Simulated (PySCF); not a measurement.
Isomers of C4H5FOSi, mass 116.009 u with the commonest isotopes. The calculation used PySCF 2.14.0, PBE0-D3(BJ)/def2-SVP geometry optimisation, gas phase. One conformer each, none proved a minimum here; rigid rotors.

Question: Order these by radius of gyration √(Σ m r²/M), smallest first.
A. `[OH:1][Si@@H:2]1[CH:3]=[CH:4][CH:5]=[C:6]1[F:7]` with H–O1–Si2–C3 46°
B. `[CH:1]#[C:2][C:3](=[CH2:4])[O:5][SiH2:6][F:7]` with C2–C3–O5–Si6 176°, C3–O5–Si6–F7 -178°
C. `O=C1CC(F)=C[SiH2]1`
D. `[CH:1]#[C:2][Si@@H:3]([OH:4])[C:5](=[CH2:6])[F:7]` with C2–Si3–O4–H 35°, C2–Si3–C5–C6 123°

Answer: A (1.813 Å), C (1.894 Å), D (1.967 Å), B (2.168 Å).

Question: Order these by rotational constant B, largest first.
A. `[OH:1][Si@@H:2]1[CH:3]=[CH:4][CH:5]=[C:6]1[F:7]` with H–O1–Si2–C3 46°
B. `O=C1CC=C(F)[SiH2]1`
C. `[CH:1]#[C:2][C:3](=[CH2:4])[O:5][SiH2:6][F:7]` with C2–C3–O5–Si6 176°, C3–O5–Si6–F7 -178°
D. `[CH:1]#[C:2][Si@@H:3]([OH:4])[C:5](=[CH2:6])[F:7]` with C2–Si3–O4–H 35°, C2–Si3–C5–C6 123°
E. `O=C1CC(=C[SiH2]1)F`

Answer: A (2359 MHz), E (1819 MHz), B (1669 MHz), D (1551 MHz), C (1124 MHz).

Question: Order these by out-of-plane moment Σ m c² = (Ia + Ib − Ic)/2, largest first.
A. `[OH:1][Si@@H:2]1[CH:3]=[CH:4][CH:5]=[C:6]1[F:7]` with H–O1–Si2–C3 46°
B. `[CH:1]#[C:2][Si@@H:3]([OH:4])[C:5](=[CH2:6])[F:7]` with C2–Si3–O4–H 35°, C2–Si3–C5–C6 123°
C. `[CH:1]#[C:2][C:3](=[CH2:4])[O:5][SiH2:6][F:7]` with C2–C3–O5–Si6 176°, C3–O5–Si6–F7 -178°
D. `O=C1CC(F)=C[SiH2]1`

Answer: B (55.49 u·Å²), A (16.25 u·Å²), D (4.59 u·Å²), C (3.13 u·Å²).

```csv
SMILES,point group,Ia (u·Å²),Ib (u·Å²),Ic (u·Å²),κ,μa (D),μb (D),μc (D)
O[Si@@H]1C=CC=C1F,C1,183.47,214.26,365.23,0.42,0.01,1.80,1.25
C#C[Si@@H](O)C(=C)F,C1,178.40,325.93,393.34,-0.66,0.86,0.74,0.04
O=C1CC(F)=C[SiH2]1,near Cs,142.77,277.77,411.36,-0.49,1.22,0.89,0.08
C#CC(=C)O[SiH2]F,near Cs,98.85,449.55,542.14,-0.91,0.76,1.68,0.07
O=C1CC=C(F)[SiH2]1,Cs,119.14,302.73,412.74,-0.71,0.83,0.98,0.01
```
